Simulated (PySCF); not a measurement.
# Static response to an electric field

Species: C5H7NO3.
SMILES with atom numbers: `[CH2:1]=[CH:2][O:3][C:4](=[O:5])[CH2:6][C:7]([NH2:8])=[O:9]` (hydrogens: H10, H11 on C1; H12 on C2; H13, H14 on C6; H15, H16 on N8)

Structure used (GFN2-xTB), in Å, numbered top down from 1:
```
atom  x, y, z in Å
C1     3.457   -0.071    0.141
C2     2.235    0.309    0.462
O3     1.140   -0.453    0.116
C4    -0.076   -0.035    0.479
O5    -0.289    0.977    1.103
C6    -1.147   -0.974   -0.005
C7    -2.156   -0.236   -0.905
N8    -2.693    0.848   -0.315
O9    -2.451   -0.638   -2.003
H10    3.638   -0.981   -0.401
H11    4.304    0.529    0.416
H12    2.000    1.216    1.004
H13   -0.711   -1.804   -0.558
H14   -1.700   -1.350    0.858
H15   -3.300    1.438   -0.861
H16   -2.258    1.234    0.510
```

Level: PBE0/def2-SVPD (PySCF), static field, nuclei fixed, core orbitals frozen in the response. The polarisability tensor in these axes (au):

```
x   107.99  -5.52   3.96
y    -5.52  68.83   8.98
z     3.96   8.98  67.87
```

Give the principal values, the mean and the anisotropy Δα = √{½[(α1 − α2)² + (α2 − α3)² + (α1 − α3)²]}.

Principal values 58.45, 77.29 and 108.94 au; mean 81.56 au = 12.09 Å³ = 13.45 × 10⁻⁴⁰ C²·m²/J; Δα = 44.19 au (54 % of the mean).

What is the dipole moment, and where does it point?

(1.51, 0.72, 2.25) D, 2.80 D in size, pointing from the negative to the positive side. Measured along this direction, the outermost atoms are O9 at the negative end and H11 at the positive end.

Orientational against electronic polarisability at 298 K (dilute gas, rigid molecules)?

In Gaussian units μ²/3kT = 63.71 Å³ against 12.09 Å³, a ratio of 5.27; the Debye molar polarisation (4π/3)N_A(α + μ²/3kT) is 191.2 cm³/mol, leaving out the vibrational part.

Find the Langevin capture rate constant for O2+ (31.990 u) meeting this molecule (129.043 u), k = 2.342 × 10⁻⁹ cm³/s × √(α in Å³ / reduced mass in u).

The reduced mass is 25.63 u, so k = 1.61 × 10⁻⁹ cm³/s. The formula leaves out the permanent dipole, which adds to the capture rate.

Traceless (Buckingham) quadrupole moment about the centre of nuclear charge: eigenvalues?

-18.25, 4.43, 13.82 D·Å. The values depend on the origin, since the dipole doesn't vanish. The electronic extent ⟨r²⟩ about the same centre is 1502 bohr², a root-mean-square distance of 2.49 Å for the 68 electrons.

Geometry: GFN2-xTB, one conformer, isolated molecule.
